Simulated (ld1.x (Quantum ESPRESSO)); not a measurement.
Ranking TM potentials for O (Z = 8)

All share these settings but for the change named:

ld1.x (Quantum ESPRESSO) 7.5 input, shortened:

```
&input
   title='O', zed=8., rel=1, dft='PZ', iswitch=3,
   config='[He] 2s1 2p5 3d-2'
 /
 &inputp
   pseudotype=2, tm=.true., lloc=0,
   nlcc=.false.
 /
3
2P  2  1   5.00   0.00  2.00  2.00  0.0
3D  3  2  -2.00   0.50  1.70  1.70  0.0
2S  1  0   1.00   0.00  0.75  0.75  0.0
 &test
   configts(1)='2s1 2p5'
 /
```

Cutoff: the first of the cutoffs (Ry, on a coarse ladder) from which the occupation-weighted sum of valence levels, in a spherical-Bessel basis at the reference potential, stays within 10 and 1 mRy of its value at 400 Ry; the density cutoff is not measured.

The base gives 70 Ry.

Of 8 variants that were run, those that failed, showed a ghost or another fault, or gave nearly equal values are left out.

A variant can come out equal or close to the base.

(1) Rank these variants from softest to hardest (loose cutoff).
A. wave 2p (bound): rc 2.00 bohr becomes 2p (bound): rc 1.28 bohr
B. all radii scaled by about 0.86 (s 0.64, p 1.72, d 1.46 bohr)
C. functional PBE

Results:

(1) C (70 Ry), A (80 Ry), B (140 Ry).
